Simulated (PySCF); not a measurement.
Sb(F)2(OMe) (CH3F2OSb), SMILES C[O][Sb]([F])[F]. Atoms are numbered in the order given.

```xyz
8

Sb    -0.5074     0.3148     0.0000
F     -0.4309    -1.0224     1.4058
F     -0.4309    -1.0224    -1.4058
O      1.4103     0.7303     0.0000
C      2.3923    -0.2997     0.0000
H      3.3828     0.1811     0.0000
H      2.3060    -0.9395     0.8948
H      2.3060    -0.9395    -0.8948
```
Charge 0, spin multiplicity 1.

Coordinates come from a B3LYP-D3(BJ)/def2-SVP optimisation. The def2 effective core potentials stand for the cores of Sb; spin–orbit coupling is left out. Other conformers were not sampled.

Level of theory: PBE/def2-TZVP run with PySCF.

Symmetry labels are those of the subgroup Cs that the program uses (full group Cs).

Computed valence orbital energies around the gap with their symmetry:
| orbital | symmetry | energy (eV) |
|---|---|---|
| HOMO−7 | A" | -10.60 |
| HOMO−6 | A' | -9.76 |
| HOMO−5 | A' | -9.48 |
| HOMO−4 | A" | -9.16 |
| HOMO−3 | A" | -9.01 |
| HOMO−2 | A' | -8.33 |
| HOMO−1 | A' | -7.36 |
| HOMO | A" | -6.91 |
| LUMO | A" | -2.25 |
| LUMO+1 | A' | -2.13 |
| LUMO+2 | A' | -0.86 |
| LUMO+3 | A' | 1.23 |
